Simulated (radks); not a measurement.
The numbers below are computed, except where a source is named.
Task: The fluorine ion F+, 8 electrons, occupied as [He] 2s2 2p4 (the NIST ground configuration). Code: a radial shooting solver on a logarithmic mesh with Libxc functionals. Model: scalar-relativistic Kohn-Sham, PBE, spin-unpolarised, spherical densities, finite nucleus; Fermi nuclear charge, rms radius 2.8976 fm. Some entries of the table are withheld. Estimate them.

orbital,occ.,eigenvalue (eV),<r^2> (bohr^2)
1s,2,(1),0.04196
2s,2,-47.3876,(2)
2p,4,(3),1.244

Result: 
(1) 1s eigenvalue (eV): -684.1226
(2) 2s <r^2> (bohr^2): 1.114
(3) 2p eigenvalue (eV): -28.3086
